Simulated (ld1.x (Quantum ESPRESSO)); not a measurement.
# u(r) = r·R(r): atom against pseudo-atom (carbon (C))

Columns: radius, all-electron u(r) and pseudo u(r) of the 2p shell (level -5.51 eV) of carbon in the configuration [He] 2s1.5 2p2.5; PBE, scalar-relativistic, TM scheme, ld1.x (Quantum ESPRESSO) 7.5.

```csv
r (bohr),all-electron,pseudo
0.093,0.0420,0.0170
0.185,0.1296,0.0656
0.278,0.2318,0.1418
0.370,0.3306,0.2361
0.463,0.4205,0.3410
0.555,0.4966,0.4442
0.648,0.5603,0.5387
0.740,0.6112,0.6160
0.833,0.6509,0.6742
0.925,0.6793,0.7116
1.018,0.6981,0.7314
1.110,0.7083,0.7368
1.203,0.7113,0.7323
1.295,0.7084,0.7216
1.388,0.7005,0.7074
1.480,0.6887,0.6916
1.573,0.6737,0.6746
1.665,0.6565,0.6566
1.758,0.6373,0.6373
1.850,0.6169,0.6169
1.943,0.5955,0.5955
2.035,0.5737,0.5737
2.128,0.5514,0.5514
2.220,0.5292,0.5292
2.313,0.5070,0.5070
2.405,0.4853,0.4853
```

Question: How many radial nodes do the two functions have?

Answer: The all-electron 2p function has n − l − 1 = 0; the pseudo-wave has 0.

Question: At about which radius was the pseudo-wave matched?

Answer: 1.85 bohr. The columns agree to 0.0005 from 1.67 bohr on; several derivatives are matched, so the curves merge somewhat inside the radius.

Question: Where does each function peak?

Answer: Outermost all-electron maximum near 1.20 bohr, pseudo maximum near 1.11 bohr (to the table’s step).

Question: Is the pseudo-wave norm-conserving?

Answer: Yes: the TM scheme keeps the norm inside the radius equal to the all-electron one, which fixes the energy derivative of the logarithmic derivative at the level.
